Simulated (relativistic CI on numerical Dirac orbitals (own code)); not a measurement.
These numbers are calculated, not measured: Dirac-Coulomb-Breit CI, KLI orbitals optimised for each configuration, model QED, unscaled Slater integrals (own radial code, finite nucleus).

The strongest absorption lines from the ground level of an ion, among the configurations computed and to levels below about 351 eV (vacuum wavelength in Å, gf): 68.640 (0.76), 69.852 (2.1), 70.910 (0.82), 71.779 (0.56), 80.538 (0.058), 87.625 (0.17), 88.109 (0.12), 90.817 (0.088).

Q: Which ion is it?
A. Mo XXVI
B. Pd XXX
C. Ru XXVIII
D. Ru XXX

A: C. Ru XXVIII has 17 electrons and the ground level 3s2 3p5 2P°_3/2; the strongest line goes to 3s2 3p4 3d 2D_5/2. The pattern of lines fixes the number of electrons, and along that sequence the line energies rise steadily with the charge (about as its square where n changes within one kind of shell, about linearly where n is kept but much faster in heavy ions where fine structure, which grows about as Z⁴, sets the gap, and irregularly where shells cross), which fixes Z. Configurations outside the model, such as inner-shell arrays, can give stronger lines. At this charge energies of transitions that change n are usually good to better than 1 %, and those within a shell (Δn = 0) to a few per cent.

LS names give the leading component of a level, which can be under half, so a name can repeat, a term be missing and a line seem to break the LS rules.
